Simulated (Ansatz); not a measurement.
C₆H₃FGe (`C#[C][Ge]([F])([C]#C)[C]#C`), relaxed with RKS PBE-D4/def2-SVP in Ansatz from a rough embedded geometry. The force threshold is 0.03 eV/Å; the program also tests the step.

Charge 0, multiplicity 1.

Start:

```xyz
11

C     2.781    0.577    0.779
C     1.739    0.364    0.171
Ge    0.077    0.069   -0.716
F     0.249    0.165   -2.362
C    -0.563   -1.672   -0.259
C    -0.940   -2.797    0.011
C    -1.186    1.332   -0.059
C    -1.997    2.130    0.323
H     3.766    0.703    1.213
H    -1.269   -3.753    0.266
H    -2.659    2.881    0.633
```

Q: How much energy does the relaxation release, and in how many steps? (Best estimate.)

A: The calculation gave: 29.14 kJ/mol, in 3 steps.

Q: Which bonds change most? (Best estimate.)

A: The calculation gave: Ge3–F4 from 1.657 to 1.754 Å; C6–H10 from 1.043 to 1.083 Å; C8–H11 from 1.048 to 1.083 Å; C7–C8 from 1.201 to 1.227 Å.

Q: Give the relaxed structure. (Estimate.)

A: Ansatz gave: 
```xyz
11

C     2.844    0.556    0.726
C     1.761    0.360    0.183
Ge    0.071    0.051   -0.608
F     0.270    0.195   -2.345
C    -0.550   -1.700   -0.253
C    -0.950   -2.830    0.008
C    -1.192    1.356   -0.076
C    -2.013    2.188    0.297
H     3.799    0.729    1.205
H    -1.302   -3.828    0.237
H    -2.737    2.922    0.626
```
